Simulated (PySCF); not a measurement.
**Cd₂Cl⁺, triplet: computed properties**

Level of theory: PySCF, UPBE0, basis Cl def2-TZVP, Cd def2-TZVP with ECP28 (scalar-relativistic core potentials, no spin–orbit coupling, density fitting).

The structure is a minimum.

Z-matrix (Å, degrees; charge 1 multiplicity 3):
```
Cl
Cd 1 2.5432
Cd 1 2.5432 2 126.88
```

- Point group: C2v
- Bond lengths: Cl–Cd 2.543 Å (×2)
- Bond angles: Cd–Cl–Cd 126.9°
- Highest occupied level (α): -10.88 eV
- Spin squared ⟨S²⟩: 2.003
- Enthalpy at 298.15 K above 0 K: 15.07 kJ/mol
- Rotational symmetry number: 2
- Zero-point energy: 2.7 kJ/mol
- Principal quadrupole moments (Buckingham, traceless) about the centre of mass: -16.23, -15.05, 31.29 D Å
- Heat capacity Cp at 298.15 K: 56.8 J/(mol K)
- Dipole moment about the centre of mass: 1.56 D
- Principal polarisabilities: 60.6, 65.7, 112.0 bohr³
- Rotational constants: 0.43, 0.0143, 0.01384 cm⁻¹
- Entropy at 298.15 K and 1 bar (electronic part: spin only): 344.8 J/(mol K)
- Lowest empty level (β): -8.82 eV

Harmonic modes (masses in u: Cl 34.969, Cd 113.903):
| symmetry | ω (cm⁻¹) | IR (km/mol) | μ (u) |
| --- | --- | --- | --- |
| a1 | 36 | 0.3 | 70.67 |
| a1 | 173 | 6.9 | 48.57 |
| b2 | 245 | 124 | 39.36 |

In C2v the vibrations span 2a1 + b2. Here b1 is antisymmetric to the molecular plane and b2 lies in it.

Charges (e):
| atom | Mulliken | Löwdin | polar tensor | spin (Mulliken) | Mayer order to Cl1 |
| --- | --- | --- | --- | --- | --- |
| Cl1 | -0.38 | -0.12 | -0.76 | 0.20 | – |
| Cd2,3 | 0.69 | 0.56 | 0.88 | 0.90 | 0.52 |

Mulliken populations on Cl1: s 5.96, p 11.39, d 0.02, f 0.00.

This need not be the most stable arrangement of these atoms.

The final relaxation and frequency run took 49 s on 4 threads of a shared Arm Neoverse V2 host, with 117 basis functions and 12 gradients; the process peaked at 1 GiB.
